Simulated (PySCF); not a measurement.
`CC#CC[Si+](C)CF` (charge +1). Computed geometry: GFN2-xTB, gas phase.

```
atom  x, y, z in Å
C1     3.3896    1.4617   -0.7490
C2     2.1719    0.7625   -1.0642
C3     1.1627    0.1802   -1.3489
C4    -0.0532   -0.5393   -1.7178
Si5   -1.2829   -0.4865   -0.2795
C6    -1.7754    1.0083    0.7407
C7    -2.0353   -2.1697    0.2516
F8    -2.8783   -1.9331    1.3066
H9     3.9838    1.5909   -1.6520
H10    3.9700    0.8970   -0.0214
H11    3.1575    2.4429   -0.3378
H12    0.2097   -1.5723   -1.9847
H13   -0.4673   -0.0721   -2.6186
H14   -0.9000    1.5538    1.0987
H15   -2.3750    1.7133    0.1608
H16   -2.3691    0.7072    1.6097
H17   -1.2848   -2.8902    0.5980
H18   -2.6329   -2.6482   -0.5332
```

(1) Which two atoms are farthest apart?

(2) Work out the bond lengths C2≡C3, C3–C4, Si5–C7, C6–H14, C6–H15, C7–H17 in Å.

(3) Give the dihedral angles C7–Si5–C6–H14, C6–Si5–C7–H17, C7–Si5–C6–H15, C3–C4–Si5–C7, C6–Si5–C7–H18, C3–C4–Si5–C6.

(4) How far are the heavy atoms from their best plane (unweighted least squares)?

(5) Where is the centre of mass (commonest isotopes), and what is the radius of gyration?

(6) How far apart are these pairs, which share no bond: C4···H11, C4···H15, C7···H11, F8···H15, H10···H18, H14···H17?

(7) What is the repulsion energy of the bare nuclei, Σ ZA·ZB/RAB?

(8) What are the angles C3–C4–H12, Si5–C4–H13, H12–C4–H13, C3–C4–H13, H15–C6–H16, Si5–C6–H15, Si5–C7–H17?

(9) Write the matrix of distances between heavy atoms (Å, lower triangle).

## Answers

(1) F8···H9, 8.26 Å; the next longest distance is 7.94 Å.

(2) For C2≡C3 the difference vector is (-1.0092, -0.5823, -0.2847) Å, of length 1.1994 Å. C2≡C3 1.199; C3–C4 1.460; Si5–C7 1.919; C6–H14 1.092; C6–H15 1.092; C7–H17 1.097 Å.

(3) C7–Si5–C6–H14 127° (anticlinal); C6–Si5–C7–H17 -116° (anticlinal); C7–Si5–C6–H15 -114° (anticlinal); C3–C4–Si5–C7 -130° (anticlinal); C6–Si5–C7–H18 120° (anticlinal); C3–C4–Si5–C6 47° (synclinal). Dihedral signs follow IUPAC: positive where, seen along the central bond, the front bond turns clockwise onto the rear one.

(4) 0.536 Å rms; C1 0.70, C2 0.18, C3 0.26, C4 0.80, Si5 0.37, C6 0.55, C7 0.42, F8 0.68 Å (magnitudes).

(5) Mass 129.054 u; centre at (-0.426, -0.311, -0.258) Å; Rg = √(Σ m r²/M) = 2.602 Å. As Ia + Ib + Ic = 2 Σ m r², the three principal moments sum to 1748.1 u·Å².

(6) C4···H11 4.594 Å (4 bonds apart); C4···H15 3.741 Å (3 bonds apart); C7···H11 6.971 Å (6 bonds apart); F8···H15 3.855 Å (4 bonds apart); H10···H18 7.512 Å (7 bonds apart); H14···H17 4.489 Å (4 bonds apart).

(7) 398.26 Eh over 153 pairs, with full nuclear charges and distances in bohr; the largest single term is 24.93 Eh (Si5 with F8).

(8) From the scalar product of the two bond vectors; for C3–C4–H12 it is -0.5220 Å² over 1.4602 × 1.0988 Å², cos θ = -0.3254. C3–C4–H12 109.0°; Si5–C4–H13 111.5°; H12–C4–H13 106.9°; C3–C4–H13 108.2°; H15–C6–H16 107.5°; Si5–C6–H15 111.7°; Si5–C7–H17 113.3°.

(9) 
```
C1    0.000
C2    1.439  0.000
C3    2.638  1.199  0.000
C4    4.098  2.660  1.460  0.000
Si5   5.084  3.757  2.751  1.893  0.000
C6    5.395  4.347  3.699  3.377  1.876  0.000
C7    6.604  5.294  4.279  3.235  1.919  3.226  0.000
F8    7.419  6.196  5.277  4.367  2.675  3.192  1.371  0.000
```

Stationary, but not proved a minimum.

One conformer stands for the species.
